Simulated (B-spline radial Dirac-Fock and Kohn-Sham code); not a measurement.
## Relativistic shifts of the levels of Te⁶⁺

System: the Te⁶⁺ ion in the configuration 1s2 2s2 2p6 3s2 3p6 3d10 4s2 4p6 4d10.

Both columns are ΔSCF binding energies of the configuration average from a B-spline atomic structure program: non-relativistic Hartree-Fock with a point nucleus, and Dirac-Fock with a finite nucleus and the Coulomb interaction alone, averaged over the two j levels with weights 2j+1.

| shell | Hartree-Fock (eV) | Dirac-Fock (eV) | shift (eV) | shift (%) |
| --- | --- | --- | --- | --- |
| 1s | 30788.0 | 32010.2 | +1222.26 | +3.97 |
| 2s | 4743.0 | 5044.6 | +301.62 | +6.36 |
| 2p | 4440.1 | 4529.1 | +89.02 | +2.00 |
| 3s | 1033.5 | 1098.4 | +64.87 | +6.28 |
| 3p | 906.1 | 926.7 | +20.57 | +2.27 |
| 3d | 671.6 | 663.6 | -7.91 | -1.18 |
| 4s | 249.4 | 263.0 | +13.57 | +5.44 |
| 4p | 203.7 | 207.6 | +3.92 | +1.93 |
| 4d | 124.6 | 123.3 | -1.26 | -1.01 |

Relativity binds 1s, 2s, 2p, 3s, 3p, 4s, 4p more strongly, among those listed most of all 2s in relative terms, and 3d, 4d more weakly, because the contracted s and p shells screen the nucleus better.

Values without a named source are computed, but for edge energies of neutral atoms, which are taken from tables.
